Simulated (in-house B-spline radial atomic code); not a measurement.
Radial electron density of Ag IX (Ag8+), [Ar] 3d10 4s2 4p5 4d3 8g1. Computed with an all-electron radial atomic-structure program (B-spline basis): Dirac-Hartree-Fock, average of configuration, Fermi nucleus of rms radius 4.5454 fm.

Columns: r (bohr), 4πr²n(r) (electrons per bohr), bar.

```
 0.00111    1.508 #
 0.00141    2.299 #
 0.00179    3.474 ##
 0.00227    5.189 ###
 0.00289    7.706 #####
 0.00367    11.22 #######
 0.00467    16.06 #########
 0.00593    22.36 #############
 0.00753    30.15 ##################
 0.00957     39.1 #######################
  0.0122    48.36 ############################
  0.0155    56.04 #################################
  0.0196    60.35 ###################################
  0.0249     60.2 ###################################
  0.0317    56.25 #################################
  0.0403    52.38 ###############################
  0.0512    53.85 ################################
   0.065    62.69 #####################################
  0.0826    73.34 ###########################################
   0.105    75.03 ############################################
   0.133    64.12 ######################################
   0.169    51.72 ##############################
   0.215    52.38 ###############################
   0.274    60.39 ###################################
   0.348    54.99 ################################
   0.442    34.38 ####################
   0.561    18.25 ###########
   0.713    15.23 #########
   0.906     14.3 ########
    1.15    8.703 #####
    1.46    3.063 ##
    1.86   0.6124 
    2.36  0.07294 
       3  0.01234 
    3.81  0.07062 
    4.84 0.001023 
    6.15  0.09373 
    7.82  0.00288 
    9.93   0.1638 
    12.6   0.1034 
      16 0.005718 
    20.4 2.553e-05 
    25.9 5.97e-09 
    32.9 9.783e-11
```

On this grid the curve has 6 maxima, near 0.0196, 0.105, 0.274, 3.81, 6.15, 9.93 bohr.

The 4p3/2 radial function P(r) = rR(r), positive near the nucleus, with its small component Q(r) (sign convention: Q ≈ (P' + κP/r)/2c):

```csv
r (bohr),P,Q
0.00179,0.001781,-0.000154
0.00289,0.004459,-0.000386
0.00467,0.01101,-0.0009539
0.00753,0.02637,-0.00229
0.0122,0.06107,-0.005328
0.0196,0.1302,-0.01147
0.0317,0.2503,-0.02255
0.0512,0.3931,-0.03761
0.0826,0.413,-0.0477
0.133,0.07026,-0.0357
0.215,-0.538,0.0013
0.348,-0.4939,0.02527
0.561,0.6139,0.008454
0.906,1.2,-0.01145
1.46,0.5211,-0.00675
2.36,0.04801,-0.000669
```
